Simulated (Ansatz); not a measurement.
BeF, doublet, geometry from GFN2-xTB (such geometries of metal compounds can be far from the true shape) (the spin is typed, not shown lowest); CASSCF(5,5)/cc-pVDZ in Ansatz (an electronic-structure program).

Input for Ansatz:
Ansatz 0.2 input:
```yaml
crystal:
  periodic: [false, false, false]
  atoms:
    - {symbol: Be, position_ang: [-0.00000000, -0.00000000, -0.96726278]}
    - {symbol: F, position_ang: [0.00000000, 0.00000000, 0.42989457]}
basis:
  gaussian:
    orbitals: cc-pVDZ
hamiltonian:
  xc: hf
correlation: {active_space: {window: {electrons: 5, orbitals: 5}}}
magnetization: {spin_polarized: false, initial_magnetization: 1}
```

Problem. Predict the main parts of the log of this Ansatz run.

Solution. 
```
Functional definition: HF
257 factors; integrals over basis functions are off by at most 6.4e-4 eV
mean field evaluation 1: about -3103.1037 eV, gradient 2.8e1 eV
mean field evaluation 2: about -3103.1385 eV, gradient 2.8e1 eV
mean field evaluation 4: about -3105.2093 eV, gradient 1.1e0 eV
mean field evaluation 8: about -3105.2287 eV, gradient 4.5e-3 eV
mean field -3105.22872072 eV, -114.1150506867 hartree, gradient 7.3e-7 eV, S^2 0.750000; 0 other end points of the search recorded, 0 dependent functions left out
reference -3105.22872072 eV, -114.1150506867 hartree; 7, 6 occupied and 21, 22 virtual orbitals, 257 factors
state -3106.58509176 eV, -114.1648964031 hartree
Total energy: -3106.58509176 eV, -114.1648964031 hartree
```
